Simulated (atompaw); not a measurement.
**Building the PAW (atompaw) potential for samarium (PBEsol, scalar-relativistic).**

* Element: samarium (Sm)
* Generator: atompaw 4.2.0.5
* Type: PAW
* Functional: PBEsol
* Relativity: scalar-relativistic
* Frozen core: [Kr] 4d10
* Valence charge: 16
* Reference configuration: 4f6 5s2 5p6 5d0 6s2 6p0
* Partial waves: 5s (bound): rc 2.60 bohr; 6s (bound): rc 3.00 bohr; 5p (bound): rc 2.40 bohr; 6p (bound, empty): rc 2.65 bohr; 5d (bound, empty): rc 3.00 bohr; 5d channel at 1.9 Ry: rc 3.00 bohr; 4f (bound): rc 1.25 bohr; 4f channel at 0.45 Ry: rc 1.25 bohr
* Local potential: bessel scheme, radius 2.35 bohr
* Core correction: smooth core density matched at 2.05 bohr
* Augmentation charge: besselshape compensation charge, radius 2.70 bohr; PAW radius 3.00 bohr; waves and projectors: custom rrkj gramschmidtortho

All-electron outer shells of the reference configuration (PBEsol, scalar-relativistic, ld1.x):

```
shell  level (eV)  outermost node (bohr)  outermost maximum (bohr)
   4p     -247.18                   0.30                      0.56
   4d     -128.69                   0.28                      0.59
   5s      -43.30                   0.69                      1.27
   5p      -23.25                   0.74                      1.43
   6s       -3.60                   1.70                      3.66
   4f       -2.51                      –                      0.61
   5d       -1.70                   0.84                      2.17
   6p       -1.19                   2.06                      4.94
```

Q: Does the generator finish with these settings?

A: Yes, a potential is produced.

Q: Estimate the cutoffs (Ry, on a coarse ladder) from which the occupation-weighted sum of valence levels, in a spherical-Bessel basis at the reference potential, stays within 10 and 1 mRy of its value at 400 Ry.

A: 110 Ry and 180 Ry.

Q: Does the potential have ghost states?

A: No extra level below or beside the all-electron valence levels (s, p, d, f tested).

Q: Is the overlap operator S = 1 + Σ q|β⟩⟨β| positive definite (Bessel basis up to 400 Ry)?

A: Yes: its lowest eigenvalue is 0.12 (p channel).

Q: Which valence shell sets the plane-wave cutoff?

A: 4f: its level needs 120 Ry to come within 1 mRy, against 15 Ry for 5p.
